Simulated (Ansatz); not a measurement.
C₈H₁₄Si (`C[Si](C)(C)C1C=CC=C1`). Total charge 0; spin multiplicity 1.

```xyz
23

C    -0.195    0.357   -2.415
Si   -0.405    0.540   -0.562
C    -1.850   -0.482    0.033
C    -0.669    2.348   -0.146
C     1.226   -0.033    0.281
C     1.382   -1.478    0.022
C     1.184   -2.154    1.177
C     0.966   -1.207    2.245
C     1.030    0.047    1.742
H    -0.071   -0.690   -2.701
H     0.676    0.911   -2.775
H    -1.073    0.743   -2.940
H    -1.973   -0.402    1.115
H    -2.772   -0.134   -0.442
H    -1.718   -1.537   -0.214
H    -1.543    2.739   -0.675
H    -0.836    2.491    0.924
H     0.193    2.955   -0.437
H     1.997    0.621   -0.141
H     1.578   -1.907   -0.951
H     1.182   -3.230    1.291
H     0.776   -1.469    3.278
H     0.915    0.970    2.293
```

(1) Give the diagnostics of a CCSD(T)/def2-TZVPP run (frozen core, Ansatz 0.2.0). (Best estimate.)

Answers

(1) The calculation gave: T1 = 0.0105, largest single amplitude 0.014, largest double 0.042, (T) share of the correlation energy 4.5 %, 9 CCSD cycles. The RHF solution is unstable towards an unrestricted one. T1 lies under the customary mark of 0.02 for closed shells.
